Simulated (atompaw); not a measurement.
# Mg (Z = 12): PAW (atompaw) pseudisation with LDA (PW92), scalar-relativistic reference atom.

- Element: Mg
- Generator: atompaw 4.2.0.5
- Type: PAW
- Functional: LDA (PW92)
- Relativity: scalar-relativistic
- Frozen core: [He]
- Valence charge: 10
- Reference configuration: 2s2 2p6 3s0 3p0 (charge +2)
- Partial waves: 2s (bound): rc 1.00 bohr; 3s (bound, empty): rc 1.10 bohr; 2p (bound): rc 0.90 bohr; 3p (bound, empty): rc 1.10 bohr
- Local potential: troulliermartins scheme with l = 2 at 0.5 Ry, radius 0.95 bohr
- Core correction: smooth core density matched at 0.95 bohr
- Augmentation charge: sinc compensation charge, radius 0.85 bohr; PAW radius 1.10 bohr; waves and projectors: custom polynom2 7 10 vanderbiltortho

Poles of the logarithmic derivatives, all-electron (AE) and pseudo (PS). s: poles at -5.1 (AE) and -5.1 (PS) Ry. p: poles at -3.0 (AE) and -3.1 (PS) Ry. Test radius 1.10 bohr.

* Lowest eigenvalue of the overlap operator: 0.64 (p channel)
* Overlap eigenvalues printed by atompaw (projector basis): 2, 2.96, 349, 1.01e+10
* Share of each valence orbital outside the PAW sphere: 2s 10 %, 3s 95 %, 2p 12 %, 3p 96 %

A Bessel basis up to 400 Ry misses an occupied level by 0.31 Ry, so cutoffs and ghosts were not judged.
